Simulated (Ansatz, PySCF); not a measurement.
C3H6BFO, SMILES FCB1CCO1. Atoms are numbered in the order given.

```xyz
12

F      1.9587    -1.3299    -0.2940
C      1.5699    -0.1250     0.2799
B      0.0341     0.1462     0.0912
C     -1.2406    -0.5383    -0.5603
C     -1.8885     0.7479    -0.0014
O     -0.6302     1.2523     0.5481
H      2.1648     0.6952    -0.1681
H      1.8297    -0.1393     1.3568
H     -1.2515    -0.6382    -1.6555
H     -1.5893    -1.4797    -0.1112
H     -2.2876     1.4543    -0.7463
H     -2.6262     0.6096     0.8047
```
Charge 0, spin multiplicity 1.

Geometry: B3LYP-D3(BJ)/def2-SVP. The structure was generated by enumeration, and PubChem lists no compound with its InChIKey, so it may never have been made. The values are those of a single conformer.

Two levels are set side by side: PBE-D3(BJ)/def2-SVP (Ansatz, a program for electronic structure) and B3LYP-D3(BJ)/def2-SVP (Ansatz). Each level has its own optimised geometry; the coordinates shown are those of the second. Frequencies come from the Hessian of PySCF at each geometry. Differences are taken from unrounded values.

```tsv
quantity	B3LYP-D3(BJ)
mean bond length (Å)	1.295
bond F1–C2 (Å)	1.390
bond C2–B3 (Å)	1.571
bond B3–C4 (Å)	1.587
bond B3–O6 (Å)	1.369
bond C4–C5 (Å)	1.545
bond C5–O6 (Å)	1.463
bond C2–H7 (Å)	1.108
bond C2–H8 (Å)	1.108
bond C4–H9 (Å)	1.100
bond C4–H10 (Å)	1.100
bond C5–H11 (Å)	1.101
bond C5–H12 (Å)	1.101
highest harmonic wavenumber (cm⁻¹)	3139
mean harmonic wavenumber (cm⁻¹)	1356
zero-point energy (kcal/mol)	58.16
```

Task: What does PBE-D3(BJ) give, and how far is it from B3LYP-D3(BJ)? (Estimate from the structure and the level; the computed values follow.)

Result: 
| quantity | PBE-D3(BJ) | PBE-D3(BJ) minus B3LYP-D3(BJ) |
|---|---|---|
| mean bond length (Å) | 1.302 | 0.007 |
| bond F1–C2 (Å) | 1.395 | 0.004 |
| bond C2–B3 (Å) | 1.575 | 0.004 |
| bond B3–C4 (Å) | 1.589 | 0.002 |
| bond B3–O6 (Å) | 1.381 | 0.012 |
| bond C4–C5 (Å) | 1.544 | -0.001 |
| bond C5–O6 (Å) | 1.470 | 0.007 |
| bond C2–H7 (Å) | 1.117 | 0.009 |
| bond C2–H8 (Å) | 1.117 | 0.009 |
| bond C4–H9 (Å) | 1.107 | 0.007 |
| bond C4–H10 (Å) | 1.107 | 0.007 |
| bond C5–H11 (Å) | 1.110 | 0.009 |
| bond C5–H12 (Å) | 1.110 | 0.009 |
| highest harmonic wavenumber (cm⁻¹) | 3086 | -53 |
| mean harmonic wavenumber (cm⁻¹) | 1318 | -38 |
| zero-point energy (kcal/mol) | 56.53 | -1.63 |

GGA bonds tend to be longer and softer than those of functionals with exact exchange. Differences between two approximate levels are no errors against the true value.
